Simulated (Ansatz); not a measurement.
Stretching the Ge1–O2 bond in GeO (multiplicity 1 held). Energies count from the point at 1.632 Å.


```json
[
 {"level": "R-HF/cc-pVTZ", "energy at R = 6.530 Å (kJ/mol)": "790.3"},
 {"level": "U-HF/cc-pVTZ", "energy at R = 6.530 Å (kJ/mol)": "298.8"},
 {"level": "R-r2SCAN/cc-pVTZ", "energy at R = 6.530 Å (kJ/mol)": "981.9"},
 {"level": "U-B3LYP/cc-pVTZ", "energy at R = 6.530 Å (kJ/mol)": "654.1"},
 {"level": "R-wB97X-V/cc-pVTZ", "energy at R = 6.530 Å (kJ/mol)": "1011.7"},
 {"level": "U-wB97X-V/cc-pVTZ", "energy at R = 6.530 Å (kJ/mol)": "661.2"},
 {"level": "R-MP2/cc-pVTZ", "energy at R = 6.530 Å (kJ/mol)": "1099.3"},
 {"level": "U-SCS-MP2/cc-pVTZ", "energy at R = 6.530 Å (kJ/mol)": "675.1"},
 {"level": "U-CCSD(T)/cc-pVTZ", "energy at R = 6.530 Å (kJ/mol)": "638.5"},
 {"level": "CASSCF(10,8)/cc-pVTZ", "energy at R = 6.530 Å (kJ/mol)": "642.5"},
 {"level": "SC-NEVPT2 on CASSCF(10,8)/cc-pVTZ", "energy at R = 6.530 Å (kJ/mol)": "634.5"},
 {"level": "FIC-NEVPT4(SD) on CASSCF(10,8)/cc-pVTZ", "energy at R = 6.530 Å (kJ/mol)": "630.9"},
 {"level": "FIC-MRCISD on CASSCF(10,8)/cc-pVTZ", "energy at R = 6.530 Å (kJ/mol)": "640.8"},
 {"level": "FIC-MRCISD+Q on CASSCF(10,8)/cc-pVTZ", "energy at R = 6.530 Å (kJ/mol)": "636.5"}
]
```

The rows run from 298.8 (U-HF/cc-pVTZ) to 1099.3 kJ/mol (R-MP2/cc-pVTZ).

Restricted levels (R-, RO-) in cc, def2 and unpolarised 6-31G sets keep to the state of the molecule at rest. U- levels take the lowest unrestricted solution at each point, which mixes spins at long bonds. Active spaces are followed from rest. Levels need not reach the same state.

Frozen-core correlation. Filled d and f shells under p-block atoms count as core.

Doubts at one or more of the structures used: a restricted determinant that unrestricted orbitals would lower (R-HF/cc-pVTZ, R-r2SCAN/cc-pVTZ, R-wB97X-V/cc-pVTZ, R-MP2/cc-pVTZ); a spin-contaminated determinant (U-HF/cc-pVTZ, U-B3LYP/cc-pVTZ, U-wB97X-V/cc-pVTZ, U-SCS-MP2/cc-pVTZ, U-CCSD(T)/cc-pVTZ).

The values were computed with Ansatz (an electronic-structure program).
